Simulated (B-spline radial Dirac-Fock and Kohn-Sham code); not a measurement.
## Binding energies of Tc⁷⁺ at several levels of theory

System: technetium as Tc⁷⁺ in the configuration [Ar] 3d10 4s2 4p6.

The density-functional columns are spherical, spin-unpolarised Dirac-Kohn-Sham results without Breit or QED terms: −ε is minus the orbital energy of the initial state and ΔSCF the difference of two total energies. The reference in the last column comes from Dirac-Fock ΔSCF + Breit + QED. All numbers are from a radial B-spline solver, in eV; a selection of levels is shown. The Kohn-Sham columns are given as differences from the reference. For the 1s level of heavy atoms much of the gap between ΔSCF and the reference is the Breit and QED part, -58.8 eV here; for other levels the error of the functional can be larger.

```
level  LDA −ε − DF  LDA ΔSCF − DF  PBE −ε − DF  PBE ΔSCF − DF  Dirac-Fock
   1s       -233.9          +51.9       -205.7          +80.9     21170.4
   2s        -96.1          -42.1        -92.9          -39.2      3176.4
2p1/2        -71.6           -6.1        -70.6           -5.2      2922.4
2p3/2        -73.2          -10.4        -72.4           -9.6      2805.9
   3s        -49.2          -27.2        -48.0          -26.1       672.4
3p1/2        -39.3          -17.1        -38.9          -16.7       574.3
3p3/2        -39.0          -17.3        -38.7          -16.9       554.2
3d3/2        -22.4           +0.5        -22.8           +0.2       381.1
3d5/2        -22.6           +0.2        -22.9           -0.1       377.4
   4s        -15.3           -4.6        -15.4           -4.6       187.5
4p1/2         -8.7           +1.6         -8.8           +1.4       153.4
4p3/2         -8.7           +1.3         -8.8           +1.2       149.9
```

For the outermost level NIST gives 150 ± 2.1 eV (theoretical); the differences from it are LDA −ε -8.78, LDA ΔSCF +1.26, PBE −ε -8.89, PBE ΔSCF +1.13, Dirac-Fock -0.08 eV.

Values without a named source are computed, but for edge energies of neutral atoms, which are taken from tables.
